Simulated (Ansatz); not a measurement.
C4F5 (SMILES FC1=[C]C(F)(F)C1(F)F), doublet, geometry from GFN2-xTB; BLYP/3-21G in Ansatz (a program for electronic structure).

Input for Ansatz:
Ansatz 0.2 input:
```yaml
crystal:
  periodic: [false, false, false]
  atoms:
    - {symbol: F, position_ang: [2.52928212, -0.24393411, -0.30729578]}
    - {symbol: C, position_ang: [1.23940728, -0.40507442, -0.22407840]}
    - {symbol: C, position_ang: [0.36208998, -1.38200037, -0.39072110]}
    - {symbol: C, position_ang: [-0.87156126, -0.57972548, -0.06496246]}
    - {symbol: F, position_ang: [-1.55611753, -0.92649574, 1.02729554]}
    - {symbol: F, position_ang: [-1.75660355, -0.39268928, -1.04659990]}
    - {symbol: C, position_ang: [0.15556950, 0.60732401, 0.14128194]}
    - {symbol: F, position_ang: [-0.00441458, 1.63687873, -0.70162866]}
    - {symbol: F, position_ang: [0.19751655, 1.09922457, 1.38721548]}
basis:
  gaussian:
    orbitals: 3-21G.json
    occupation: {up: {"A'": 22, "A''": 13}, down: {"A'": 22, "A''": 12}}
hamiltonian:
  xc: blyp
magnetization: {spin_polarized: true, initial_magnetization: 1}
```
The basis file holds 3-21G in the JSON format of the Basis Set Exchange.

Q: What does Ansatz print? Leave out banner, timings and long lists.

A: 
```
Functional definition: BLYP
the irreps are read with x along [0.996, 0.023, -0.090], y along [-0.000, 0.968, 0.249] and z along [0.093, -0.248, 0.964] of the geometry given
1107 factors; their error is unknown
mean field evaluation 1: about -17617.5372 eV, gradient 3.3e1 eV
mean field evaluation 2: about -17622.0802 eV, gradient 2.9e0 eV
mean field evaluation 4: about -17622.2954 eV, gradient 1.2e-1 eV
mean field evaluation 8: about -17622.2261 eV, gradient 1.5e-5 eV
mean field -17622.22610024 eV, -647.6048644100 hartree, gradient 2.8e-6 eV, S^2 0.770650; 0 other end points of the search recorded, 0 dependent functions left out
reference -17622.22630796 eV, -647.6048720435 hartree; 35, 34 occupied and 46, 47 virtual orbitals, 1107 factors
Total energy: -17622.22630796 eV, -647.6048720435 hartree
```
